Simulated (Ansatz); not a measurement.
`C=C[SiH2]O[SiH2]F` + PH₃ → `C=C[SiH3]` + `F[SiH2]OP`  (redistribution)

Computed with Ansatz on PBE0-D4/def2-TZVP structures; ΔE is electronic, products minus reactants. CCSD(T)/CBS adds triple-zeta CCSD(T) − MP2 to the extrapolated MP2 energy (def2 sets, frozen cores). This one scheme is used for every species. DFT in def2-TZVPP. Each species was taken in one conformer, which may not be the lowest.

Task: Is it downhill or uphill in electronic energy at CCSD(T)/CBS, and by how much? (An estimate is asked.)

Result: Ansatz gave: Uphill: ΔE = +1.32 eV.

Task: What do these levels give: revPBE-D4, ωB97X-V, revPBE, BHLYP, HF/def2-SVP, CCSD(T)/def2-TZVPP? (Estimate.)

Result: The calculation gave: revPBE-D4 1.22, ωB97X-V 1.27, revPBE 1.18, BHLYP 1.31, HF/def2-SVP 1.37, CCSD(T)/def2-TZVPP 1.33 eV.

Largest T1 diagnostic among the species: 0.013.

Leaving LDA and LC-ωPBE aside and taking each functional with its dispersion term where it has one, the values, not all of them listed here, spread over 0.13 eV, from revPBE-D4 to r2SCAN0-D4. LDA lies +0.05 eV from PBE without D4. From PBE to PBE0 (25 % exact exchange), in def2-TZVPP and without D4, ΔE moves by +0.05 eV.
